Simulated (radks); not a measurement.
Question: I+, 52 electrons, occupied as [Kr] 4d10 5s2 5p4. All-electron calculation, Dirac Kohn-Sham, SOGGA, spin-unpolarised, spherical densities, point nucleus; open shells are shared between the two j in proportion to 2j + 1. Program: a radial shooting solver on a logarithmic mesh with Libxc functionals. Some entries of the table are withheld. Estimate them.

orbital     occ.  eigenvalue (Ry)  <r^2> (bohr^2)
1s1/2          2        -2422.060             (1)
2s1/2          2        -374.6910         0.01614
2p1/2          2        -351.6373         0.01193
2p3/2          4        -329.6969         0.01322
3s1/2          2        -76.16636          0.1128
3p1/2          2        -66.63290             (2)
3p3/2          4        -62.50443             (3)
3d3/2          4        -45.69366             (4)
3d5/2          6        -44.82527             (5)
4s1/2          2        -13.93894             (6)
4p1/2          2        -10.61159             (7)
4p3/2          4         -9.80529             (8)
4d3/2          4         -4.45620          0.9787
4d5/2          6         -4.32990           1.003
5s1/2          2         -1.92433           4.165
5p1/2    1.33333              (9)           5.792
5p3/2    2.66667             (10)           6.291
5d3/2          0         -0.28661           20.50

Answer: 
(1) 1s1/2 <r^2> (bohr^2): 0.001005
(2) 3p1/2 <r^2> (bohr^2): 0.1075
(3) 3p3/2 <r^2> (bohr^2): 0.1156
(4) 3d3/2 <r^2> (bohr^2): 0.09728
(5) 3d5/2 <r^2> (bohr^2): 0.09963
(6) 4s1/2 <r^2> (bohr^2): 0.6191
(7) 4p1/2 <r^2> (bohr^2): 0.6809
(8) 4p3/2 <r^2> (bohr^2): 0.7316
(9) 5p1/2 eigenvalue (Ry): -1.18196
(10) 5p3/2 eigenvalue (Ry): -1.09732
